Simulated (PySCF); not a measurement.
A geometry optimisation, step by step.

C3H9Tl.
Bonds: C1–Tl2, Tl2–C3, Tl2–C4. Hydrogens: H5, H6, H7 on C1; H8, H9, H10 on C3; H11, H12, H13 on C4.

Computed by this run: PySCF 2.14.0, PBE0-D3(BJ)/def2-SVP geometry optimisation, gas phase, def2 core potentials past Kr; density fitting, grid level 1; the optimiser is geomeTRIC in internal coordinates, started from a GFN2-xTB structure with every atom displaced at random (about 0.01 Å). The frame can shift and turn from step to step; on so coarse a grid that alone can change the energy by a few meV, and forces under 0.02 eV/Å are noise.

Step 0: E = -7944.1178 eV, largest atomic force 1.955 eV/Å
```
atom  x, y, z in Å  |  force x, y, z in eV/Å
C1     -0.462    2.254   -0.149   -0.437  -0.545  -0.398
Tl2    -0.005   -0.005    0.024    0.163  -0.023   0.012
C3      2.202   -0.719    0.145   -0.488   0.845   0.506
C4     -1.707   -1.557    0.009   -0.783   1.780   0.202
H5     -0.408    2.571   -1.206    0.122  -0.215   0.062
H6      0.218    2.874    0.422    0.582   0.115   0.325
H7     -1.478    2.493    0.192   -0.127  -0.244   0.068
H8      2.430   -1.146    1.125   -0.261  -0.158   0.314
H9      2.907    0.114    0.018   -0.149   0.159  -0.198
H10     2.407   -1.478   -0.591    0.001  -0.549  -0.679
H11    -2.653   -1.131    0.440    0.675   0.017  -0.295
H12    -1.938   -1.851   -1.008    0.039  -0.060  -0.670
H13    -1.508   -2.437    0.568    0.664  -1.123   0.749
```

Step 1: E = -7944.3418 eV, largest atomic force 0.358 eV/Å
```
atom  x, y, z in Å  |  force x, y, z in eV/Å
C1     -0.458    2.155   -0.147   -0.112   0.170   0.023
Tl2     0.016   -0.009    0.024    0.133  -0.037  -0.027
C3      2.134   -0.695    0.146    0.093   0.038   0.066
C4     -1.657   -1.466    0.010   -0.300  -0.101   0.168
H5     -0.396    2.456   -1.205    0.057  -0.037   0.006
H6      0.240    2.774    0.434    0.064  -0.057  -0.029
H7     -1.481    2.360    0.200   -0.018  -0.060   0.009
H8      2.331   -1.127    1.138   -0.095  -0.049   0.027
H9      2.829    0.144    0.004   -0.035   0.022  -0.080
H10     2.332   -1.471   -0.608   -0.043   0.022  -0.011
H11    -2.564   -1.002    0.431    0.076   0.028  -0.054
H12    -1.881   -1.760   -1.027    0.059   0.005  -0.030
H13    -1.439   -2.375    0.591    0.119   0.055  -0.068
```

Step 2: E = -7944.3487 eV, largest atomic force 0.135 eV/Å
```
atom  x, y, z in Å  |  force x, y, z in eV/Å
C1     -0.455    2.160   -0.146   -0.070   0.083   0.017
Tl2     0.017   -0.007    0.022   -0.047   0.005  -0.026
C3      2.123   -0.691    0.146    0.126  -0.004   0.048
C4     -1.658   -1.470    0.014   -0.117  -0.039   0.051
H5     -0.385    2.455   -1.205    0.020  -0.017   0.000
H6      0.256    2.767    0.432    0.024  -0.030  -0.008
H7     -1.477    2.363    0.203    0.017  -0.020  -0.004
H8      2.306   -1.126    1.140   -0.032  -0.007  -0.015
H9      2.817    0.148   -0.005   -0.016  -0.013  -0.020
H10     2.312   -1.467   -0.609   -0.012   0.001  -0.004
H11    -2.564   -1.009    0.433    0.020   0.011  -0.013
H12    -1.871   -1.764   -1.026    0.031   0.010  -0.006
H13    -1.415   -2.375    0.590    0.055   0.022  -0.019
```

Step 3: E = -7944.3507 eV, largest atomic force 0.037 eV/Å
```
atom  x, y, z in Å  |  force x, y, z in eV/Å
C1     -0.460    2.169   -0.146    0.014  -0.005  -0.003
Tl2     0.012   -0.002    0.019    0.006   0.016  -0.007
C3      2.125   -0.695    0.146   -0.025  -0.001  -0.002
C4     -1.662   -1.470    0.017    0.024  -0.011  -0.025
H5     -0.384    2.460   -1.205   -0.006  -0.001  -0.001
H6      0.261    2.765    0.431   -0.006  -0.002   0.007
H7     -1.481    2.371    0.205    0.011   0.003  -0.001
H8      2.296   -1.134    1.141    0.001   0.013  -0.008
H9      2.822    0.139   -0.010   -0.001  -0.005   0.013
H10     2.305   -1.473   -0.609   -0.005  -0.005  -0.005
H11    -2.569   -1.013    0.436   -0.010  -0.004   0.012
H12    -1.865   -1.764   -1.024    0.000   0.006   0.007
H13    -1.395   -2.369    0.589   -0.005  -0.004   0.014
```

Step 4: E = -7944.3509 eV, largest atomic force 0.025 eV/Å
```
atom  x, y, z in Å  |  force x, y, z in eV/Å
C1     -0.457    2.170   -0.147    0.013  -0.003  -0.005
Tl2     0.011   -0.001    0.017   -0.017   0.017  -0.004
C3      2.121   -0.695    0.145   -0.007  -0.009  -0.009
C4     -1.661   -1.472    0.018    0.017  -0.005  -0.007
H5     -0.382    2.463   -1.205   -0.003   0.001   0.001
H6      0.264    2.764    0.431   -0.001  -0.001   0.003
H7     -1.478    2.374    0.206   -0.001   0.004   0.001
H8      2.291   -1.132    1.140    0.003   0.002   0.002
H9      2.819    0.138   -0.010    0.004  -0.001   0.004
H10     2.300   -1.474   -0.610    0.000  -0.001   0.001
H11    -2.568   -1.017    0.438   -0.002  -0.005   0.004
H12    -1.864   -1.766   -1.023   -0.003   0.001   0.002
H13    -1.392   -2.370    0.590   -0.002   0.000   0.006
```

Question: Summarise the path.

Answer: The energy falls by 5.38 kcal/mol from step 0 to step 4; nine tenths of that is first reached at step 1. It falls at every step. The largest force goes from 1.955 to 0.025 eV/Å. Among the bonds Tl2–C3 changes most, from 2.322 to 2.225 Å; the atoms move by 0.110 Å rms after alignment.

Question: Follow the three bonds and two angles with the largest change from start to end.

Answer: 
```json
{"step": "0", "E above end (kcal/mol)": "5.38", "largest force (eV/Å)": "1.955", "Tl2–C3 (Å)": "2.322", "C1–Tl2 (Å)": "2.311", "Tl2–C4 (Å)": "2.304", "H11–C4–H13 (°)": "105.7", "H8–C3–H9 (°)": "105.4"}
{"step": "1", "E above end (kcal/mol)": "0.21", "largest force (eV/Å)": "0.358", "Tl2–C3 (Å)": "2.229", "C1–Tl2 (Å)": "2.222", "Tl2–C4 (Å)": "2.219", "H11–C4–H13 (°)": "108.0", "H8–C3–H9 (°)": "107.6"}
{"step": "2", "E above end (kcal/mol)": "0.05", "largest force (eV/Å)": "0.135", "Tl2–C3 (Å)": "2.217", "C1–Tl2 (Å)": "2.224", "Tl2–C4 (Å)": "2.224", "H11–C4–H13 (°)": "109.1", "H8–C3–H9 (°)": "108.7"}
{"step": "3", "E above end (kcal/mol)": "0.00", "largest force (eV/Å)": "0.037", "Tl2–C3 (Å)": "2.227", "C1–Tl2 (Å)": "2.228", "Tl2–C4 (Å)": "2.227", "H11–C4–H13 (°)": "110.1", "H8–C3–H9 (°)": "109.5"}
{"step": "4", "E above end (kcal/mol)": "0.00", "largest force (eV/Å)": "0.025", "Tl2–C3 (Å)": "2.225", "C1–Tl2 (Å)": "2.227", "Tl2–C4 (Å)": "2.227", "H11–C4–H13 (°)": "110.0", "H8–C3–H9 (°)": "109.4"}
```

The cost below is that of the whole optimisation. On one thread of an Intel Xeon Platinum 8488C, no GPU, shared host with 96 logical CPUs at a one-minute load of 5.7, this took 27 s and 0.46 GiB of memory at its peak.
